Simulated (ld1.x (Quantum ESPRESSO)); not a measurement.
# zinc: one change to an RRKJ potential, before and after

```
Element                 : zinc
Generator               : ld1.x (Quantum ESPRESSO) 7.5
Type                    : norm-conserving RRKJ (Kleinman–Bylander form)
Functional              : PBE
Relativity              : scalar-relativistic
Frozen core             : [Ne]
Valence charge          : 20
Reference configuration : 3s2 3p6 3d10 4s2 4p0
Partial waves           : 3p (bound): rc 1.00 bohr; 3d (bound): rc 1.50 bohr; 3s (bound): rc 0.80 bohr
Local potential         : the s channel
Core correction         : none
```

Occupied shells without a wave of their own: 4s. They enter only through the test configuration that unscreens the potential.

All-electron outer shells of the reference configuration (PBE, scalar-relativistic, ld1.x):

```
shell  level (eV)  outermost node (bohr)  outermost maximum (bohr)
   2s    -1158.33                   0.07                      0.19
   2p    -1004.03                      –                      0.15
   3s     -129.23                   0.28                      0.59
   3p      -83.40                   0.25                      0.59
   3d      -10.14                      –                      0.57
   4s       -5.98                   0.85                      2.09
   4p       -1.12                   0.92                      3.08
```

Change: core correction a·sin(br)/r model core inside 0.58 bohr (4s counted twice).

Cutoffs: the cutoffs (Ry, on a coarse ladder) from which the occupation-weighted sum of valence levels, in a spherical-Bessel basis at the reference potential, stays within 10 and 1 mRy of its value at 400 Ry; they do not see the model core or the augmentation charge, which bear on the density cutoff. Errors are all-electron minus pseudo energies relative to the spin-unpolarised reference configuration.

Problem. Predict the effect on cutoff, ghosts and configuration errors.

Solution. Of the 7 tests that both files solve, the error grows in 5 and shrinks in 1 by more than 15 % and 0.3 meV (median size 373.5 → 504.7 meV); neither file shows a bound ghost. In the changed file ld1.x takes every shell without a wave as core, so the model core holds the 4s electrons as well and exchange and correlation see them twice. This cancels in the reference configuration, but the file is broken for other ones, and its errors say nothing about a proper core correction. A model core, the more so a compact one, raises the density cutoff, which this test does not measure.

| quantity | base | changed |
| --- | --- | --- |
| cutoff, loose | 230 Ry | 230 Ry |
| cutoff, tight | over 300 Ry | over 300 Ry |
| bound ghosts | none | none |
| largest miss of a reference level, eV | 0.15 | 0.15 |
| error for 3s2 3p6 3d10 4s1 4p0, meV [ΔE 9.89 eV] | -193 | -330 |
| error for 3s2 3p6 3d10 4s0 4p0, meV [ΔE 28.33 eV] | -486 | -1069 |
| error for 3s2 3p6 3d9 4s0 4p0, meV [ΔE 68.86 eV] | -785 | -1635 |
| error for 3s1 3p6 3d10 4s2 4p0, meV [ΔE 138.05 eV] | -622 | -667 |
| error for 3s2 3p6 3d9 4s2 4p1, meV [ΔE 12.24 eV] | +112 | +82 |
| error for 3s2 3p6 3d10 4s0 4p1, meV [ΔE 16.21 eV] | -374 | -505 |
| error for 3s2 3p6 3d10 4s1.5 4p0, meV [ΔE 3.94 eV] | -85 | -117 |
| s: phases at 1.66 bohr within 0.05 rad from the reference energy up to (Ry; the scan ends near 5) | 0.0 | 0.0 |
| p: phases at 1.66 bohr within 0.05 rad from the reference energy up to (Ry; the scan ends near 5) | to the end of the scan | to the end of the scan |
| d: phases at 1.66 bohr within 0.05 rad from the reference energy up to (Ry; the scan ends near 5) | 2.3 | 2.3 |

Base: The 4s level has no wave, so the channel is fitted at the deeper level alone: the likely source of the large errors.
